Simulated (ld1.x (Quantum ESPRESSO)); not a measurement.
An odd input for ld1.x (Quantum ESPRESSO) 7.5 (copper (Cu))

Command:

```bash
ld1.x < Cu.in > Cu.out
```

Input:

```
&input
   title='Cu', zed=29., rel=2, dft='BLYP', iswitch=3,
   config='[Ar] 3d9 4s0 4p0', rel_dist='average',
   nld=5, rlderiv=2.30, eminld=-4.0, emaxld=5.0, deld=0.02
 /
 &inputp
   pseudotype=2, tm=.true., lloc=0,
   nlcc=.false., new_core_ps=.true.,
   file_pseudopw='Cu.UPF', file_wfcaegen='ae.wfc', file_wfcncgen='nc.wfc', file_beta='beta', file_chi='chi'
 /
3
4P  2  1   0.00   0.00  2.10  2.10  0.0
3D  3  2   9.00   0.00  0.90  0.90  0.0
4S  1  0   0.00   0.00  1.60  1.60  0.0
 &test
   configts(1)='3d9 4s0 4p0'
 /
```

This is an input that runs to its end, with one change: new_core_ps set without nlcc.

Question: How does the run end?

Answer: The program runs through. The occupied levels of the test differ from the all-electron ones by at most 0.00016 Ry (unchanged input: 0.00016 Ry).

```

     n l  j  nl             e AE (Ry)       e PS (Ry)    De AE-PS (Ry)
     3 2 1.5 3D   1( 3.60)       -2.19292       -2.19276       -0.00016
     3 2 2.5 3D   1( 5.40)       -2.17083       -2.17091        0.00009
     1 0 0.5 4S   1( 0.00)       -1.66485       -1.66485       -0.00000
     2 1 0.5 4P   1( 0.00)       -1.16068       -1.16067       -0.00001
     2 1 1.5 4P   1( 0.00)       -1.14825       -1.14825        0.00000

     eps = 7.0E-15  iter = 12

     Etot =   -3308.347770 Ry,   -1654.173885 Ha,  -45012.364498 eV
     Etotps =   -96.712706 Ry,     -48.356353 Ha,   -1315.843394 eV

     Ekin =     166.629430 Ry,      83.314715 Ha,    2267.108888 eV
     Encl =    -150.595884 Ry,     -75.297942 Ha,   -2048.961380 eV
     Ehrt =      81.358398 Ry,      40.679199 Ha,    1106.937392 eV
     Ecxc =     -14.625619 Ry,      -7.312810 Ha,    -198.991689 eV
     Epseu=    -179.479030 Ry,     -89.739515 Ha,   -2441.936604 eV

     ---------------------- End of pseudopotential test ----------------------
```
